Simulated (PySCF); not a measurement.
**Electronic structure of Al⁺ (aluminium, charge +1) at the UHF level**

Configuration: [Ne] 3d2, high-spin 3F determinant (an excited configuration). Calculation: PySCF 2.14, in aug-cc-pV(Q+d)Z (7s6p5d3f2g, 89 functions); the non-relativistic Hamiltonian (point nucleus).

| Quantity | Value |
| --- | --- |
| Total energy | -240.794890 hartree |
| One-electron energy | -328.3191 hartree |
| Hartree (Coulomb) energy | 105.2297 hartree |
| Exchange energy | -17.7055 hartree |
| Kinetic energy | 240.65025 hartree |
| ⟨S²⟩ | 2.0000 |
| ⟨L²⟩ | 12.008 |
| Sum of ⟨r⟩ | 12.88 bohr |
| Sum of ⟨r²⟩ | 39.39 bohr² |
| Density at the nucleus (Gaussians lack the cusp) | 1380 bohr⁻³ |
| Spin density at the nucleus | -0.0364 bohr⁻³ |
| Langevin diamagnetic susceptibility | -31.2 ×10⁻⁶ cm³/mol |

| shell | electrons | mean orbital energy (eV) | rms radius, mean of both spins (bohr) |
| --- | --- | --- | --- |
| 1s β | 1 | -1610.8 | 0.139 |
| 1s α | 1 | -1610.8 | 0.139 |
| 2s α | 1 | -150.91 | 0.677 |
| 2s β | 1 | -150.88 | 0.677 |
| 2p α | 3 | -105.24 | 0.670 |
| 2p β | 3 | -105.20 | 0.670 |
| 3d α | 2 | -7.956 | 4.23 |

The outer electron is Rydberg-like, and this basis confines it to a smaller radius and binds it less than a complete one would.

Spin-orbit constants ζ (cm⁻¹) from the X2C one-electron operator on these orbitals (non-relativistic here): bare nucleus, nucleus screened by l(l+1)(2l+1)/3 electrons, and screened by the Breit-Pauli mean field of the electrons.

```json
{"shell": "2p", "bare": "2645", "screened nucleus": "2238", "mean field": "2054"}
{"shell": "3d", "bare": "4.630", "screened nucleus": "1.068", "mean field": "0.7963"}
```

To first order the Landé constant is A = 0.3982 cm⁻¹, so the lowest level has J = 2 and lies 0.000197 eV below the centre of the term. This holds in LS coupling only.
